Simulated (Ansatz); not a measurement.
Ideal-gas functions of CCl3F3Ge (`F[C](F)(F)[Ge]([Cl])([Cl])[Cl]`) at 800 K and 1 bar, from an Ansatz frequency run at PBE0-D4/def2-TZVP.

Molar mass 247.97 g/mol, point group C3v (symmetry number 3), electronic degeneracy 1, moments of inertia 515.698, 673.688, 673.697 u Å². Harmonic wavenumbers (cm⁻¹, unscaled): 27, 83, 83, 142, 142, 150, 257, 257, 300, 426, 464, 464, 531, 531, 750, 1182, 1183, 1183.

Use S(trans) = R[1.5 ln M + 2.5 ln T − 1.1517]; rotational temperatures θ = 24.2544 K / I; S(rot) = R[ln(√π/σ · √(T³/θAθBθC)) + 1.5]; for each mode x = 1.438777 ν̃/T, S = R[x/(eˣ − 1) − ln(1 − e⁻ˣ)] and H = RT x/(eˣ − 1); 1 cm⁻¹ = 0.0119627 kJ/mol; R = 8.31446 J/(mol·K).

Problem. By hand: the entropy, in J/(mol·K).

Solution. Translation 198.1. Rotation: θ = 0.047, 0.036, 0.036 K, giving 131.8. Vibration, mode by mode: 33.47, 24.14, 24.14, 19.69, 19.69, 19.23, 14.80, 14.80, 13.54, 10.73, 10.06, 10.06, 9.01, 9.01, 6.43, 3.45, 3.45, 3.45, in all 249.1. Electronic 0.0. Sum 579.0 J/(mol·K).

Problem. By hand: H − E and G − E in kJ/mol, counted from the electronic energy.

Solution. Zero-point energy ½ × 8155 × 0.0119627 = 48.8; thermal vibration 81.6; translation, rotation and pV give 4 RT = 26.6. H − E = 157.0 kJ/mol, and G − E = 157.0 − 800 × 579.0/1000 = -306.2 kJ/mol.

Vibration gives 43 % of the entropy, 121.1 J/(mol·K) of it from the modes under 150 cm⁻¹: soft modes count most, and the harmonic formula is weakest for them.
